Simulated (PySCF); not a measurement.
C2H6OSTe, SMILES CO[Te]SC. Geometry: PBE-D3(BJ)/def2-SVP. This is a generated structure with no PubChem entry under its InChIKey; it may be hypothetical. The def2 effective core potentials stand for the cores of Te; spin–orbit coupling is left out. Other conformers were not sampled.

Give the equilibrium geometry at PBE-D3(BJ)/def2-SVP (PySCF confirms it by a frequency run) as a Z-matrix. (Estimate from the structure and the level; the computed values follow.)

Several could match; the one computed here: 
```
S
C 1 1.8365
H 2 1.1057 1 110.48
H 2 1.1062 3 110.26 1 123.35
H 2 1.1088 3 109.27 4 120.29
Te 1 2.4029 2 104.27 3 61.31
O 6 2.0415 1 101.38 2 -80.80
C 7 1.4176 6 115.98 1 -68.92
H 8 1.1116 7 106.56 6 -179.27
H 8 1.1150 9 107.98 7 120.94
H 8 1.1154 9 108.40 10 116.85
```
